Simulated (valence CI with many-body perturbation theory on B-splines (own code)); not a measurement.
Level structure of Ir XXXIX

Computed by valence CI with perturbative core correlation (CI+MBPT): three valence electrons over a frozen Dirac-Fock core [Kr], a basis of 7 s, 7 p, 8 d, 6 f, 4 g, 1 h functions for each j, with the one-electron correlation potential Σ1, the two-electron term Σ2, the three-electron term Σ3, Breit, model QED; selected CI, second order for the rest, scaled by the run's own slope (own B-spline code, finite nucleus).

The last digits are not significant, and no measured levels were compared; by estimate large intervals hold to a few tenths of a per cent, small ones and those within an open d or f shell to about a per cent. Only levels of the ground parity were solved; by the run's estimate the other parity begins above the list, which can be wrong where configurations are misplaced.

Levels 1 to 19 of 19, with energies above the lowest level, (4d3/2^3) J=3/2. "Leading %" is the weight of the configuration and term that name the level; weights of strongly mixed levels are sums over their largest components and can fall short, so below about 35 % the name and the second component can differ from the true leading terms, or belong to a minority configuration. In the jj column 3d3/2^4 stands for four electrons in 3d with j = 3/2. Lifetimes count E1, E2, E3, M1 and M2 decay at the calculated energies, and are blank where another channel may lead or the interval is too uncertain; long ones can be off by a factor of two.

```tsv
No.	Configuration	Term	J	E (cm⁻¹)	Leading %	g	Lifetime	Leading jj
1	4d³	⁴F	3/2	0	48	0.703		4d3/2^3 (98 %)
2	4d³	⁴F	5/2	155660	83	1.054	10.7 μs	4d3/2^2 4d5/2 (99 %)
3	4d³	⁴P	3/2	175700	39	1.193	13.2 μs	4d3/2^2 4d5/2 (98 %)
4	4d³	²G	7/2	189240	48	1.050	1.82 ms	4d3/2^2 4d5/2 (96 %)
5	4d³	²H	9/2	191490	45	1.045	12.2 s	4d3/2^2 4d5/2 (99 %)
6	4d³	⁴P	1/2	193020	59	1.844	35.0 μs	4d3/2^2 4d5/2 (100 %)
7	4d³	²D	5/2	263790	39	1.275	77.2 μs	4d3/2^2 4d5/2 (93 %)
8	4d³	⁴F	7/2	342000	63	1.112	5.63 μs	4d3/2 4d5/2^2 (98 %)
9	4d³	⁴F	9/2	357350	52	1.138	9.73 μs	4d3/2 4d5/2^2 (97 %)
10	4d³	⁴P	3/2	371630	41	1.124	4.61 μs	4d3/2 4d5/2^2 (99 %)
11	4d³	²P	1/2	381280	59	1.484	7.19 μs	4d3/2 4d5/2^2 (100 %)
12	4d³	²D	5/2	386840	40	1.271	9.18 μs	4d3/2 4d5/2^2 (93 %)
13	4d³	²H	11/2	389540	100	1.086	23.4 μs	4d3/2 4d5/2^2 (100 %)
14	4d³	²D	5/2	412970	45	1.100	14.5 μs	4d3/2 4d5/2^2 (97 %)
15	4d³	²F	7/2	417280	80	1.094	17.9 μs	4d3/2 4d5/2^2 (98 %)
16	4d³	²D	3/2	478040	74	0.913	8.12 μs	4d3/2 4d5/2^2 (93 %)
17	4d³	²G	9/2	542140	51	1.158	4.63 μs	4d5/2^3 (98 %)
18	4d³	²D	3/2	586060	48	1.110	4.38 μs	4d5/2^3 (93 %)
19	4d³	²D	5/2	620030	61	1.164	3.40 μs	4d5/2^3 (96 %)
```

The ionisation energy to 4d² ³F2 of the next ion comes out as 1741.4 eV (NIST: 1739 ± 4 eV (theoretical)). All 19 levels together are meant to be complete up to 644840 cm⁻¹.
